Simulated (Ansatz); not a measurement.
Basis-set extrapolation for C3H7ClSi, SMILES `[SiH3]C/C=C/Cl` (PBE0-D4/def2-TZVP geometry, frozen core, Ansatz 0.2.0). Multiplicity 1, RHF reference.

|  | def2-TZVPP | def2-QZVPP |
| --- | --- | --- |
| HF | -866.153647 | -866.180756 |
| MP2 correlation | -0.813498 | -0.873403 |
| CCSD(T) correlation | -0.911695 | not run |

Energies in hartree. Use E(X) = E(∞) + A·exp(−7.88·√X) for Hartree–Fock and E(X) = E(∞) + B·X^(−2.97) for correlation, with X = 3 and 4, and add CCSD(T) minus MP2 of the smaller set to the MP2 limit.

Question: What is the CCSD(T) energy at the basis-set limit?

Answer: HF limit: -866.180756 + (-0.027109) × 0.13774 = -866.18449. MP2 limit: -0.873403 + (-0.059905) × 0.74074 = -0.91778. Higher-order term: -0.911695 − (-0.813498) = -0.09820. Total: -867.20047 hartree, 84.8 kcal/mol below CCSD(T)/def2-TZVPP.
